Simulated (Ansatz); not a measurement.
Cost and result for the atomization energy of `[NH2][GaH][SiH2]C=O` (11 atoms, 10 bonds).

```xyz
11

N    -0.979    0.133   -2.253
Ga   -0.716   -0.903   -0.787
Si   -0.205    0.271    1.255
C     1.709    0.247    1.484
O     2.290   -0.605    2.106
H    -0.971    1.139   -2.242
H    -1.184   -0.230   -3.168
H    -0.803   -2.450   -0.995
H    -0.618    1.702    1.167
H    -0.820   -0.357    2.453
H     2.296    1.053    0.979
```

The species carries charge 0 and has multiplicity 1. Correlated methods include outer-core shells of Ga, which these sets cover unevenly. Scalar relativity is left out up to krypton. All single points use the PBE0-D4/def2-TZVP geometry. It is one conformer, not always the lowest. Program: Ansatz. All runs use 4 threads of an Arm Neoverse V2 on a shared host. Times are those of one run each, without the atoms' runs, and a repeat can differ threefold. Electronic energies, without spin–orbit coupling; frozen cores. CCSD(T)/CBS adds CCSD(T) − MP2 in def2-TZVPP to the MP2 limit, and its time is that of the two runs behind it. T1 = 0.016. With those shells the extrapolation isn't a true limit. B3LYP takes the VWN-RPA correlation (the form of Gaussian; ORCA's B3LYP/G).

CCSD(T)/CBS is a level of theory with its own doubt, some kJ/mol a heavy atom from the limit and from the frozen cores, so smaller differences don't rank the functionals.

```
                             level  functions  wall time  atomization (kcal/mol)  difference from CCSD(T)/CBS  per bond
   PBE-D4/def2-TZVPP (with forces)        267      2.8 s                   885.1                         15.5       1.5
                PBE0-D4/def2-TZVPP        267      3.8 s                   863.4                         -6.2      -0.6
r2SCAN-D4/def2-TZVPP (with forces)        267      4.9 s                   868.9                         -0.7      -0.1
 B3LYP-D4/def2-TZVPP (with forces)        267        6 s                   866.4                         -3.2      -0.3
                 B2PLYP/def2-TZVPP        267        7 s                   856.7                        -12.9      -1.3
                ωB97X-V/def2-TZVPP        267      9.5 s                   873.0                          3.4       0.3
  ωB97M-V/def2-TZVPP (with forces)        267       16 s                   867.6                         -2.0      -0.2
                    MP2/def2-QZVPP        510       34 s                   871.2                          1.6       0.2
                CCSD(T)/def2-TZVPP        267    5.2 min                   844.6                        -25.0      -2.5
                 CCSD(T)/CBS(def2)          –    5.8 min                   869.6                          0.0       0.0
```

The D4 term adds +9.0 kcal/mol with B3LYP and +4.8 kcal/mol with PBE0; it sums over pairs of atoms, weighted by their polarisabilities, and B3LYP, whose exchange is more repulsive, gets the larger term. In def2-TZVPP, CCSD(T) changes the Hartree–Fock value by +250.2 kcal/mol (the triples alone add +15.5 kcal/mol) and MP2 by +261.9 kcal/mol; breaking electron pairs costs correlation energy, which Hartree–Fock lacks. From PBE to PBE0 (25 % exact exchange), in def2-TZVPP and without D4, the atomization energy moves by −20.8 kcal/mol: exact exchange takes away binding that semilocal exchange gives to molecules.
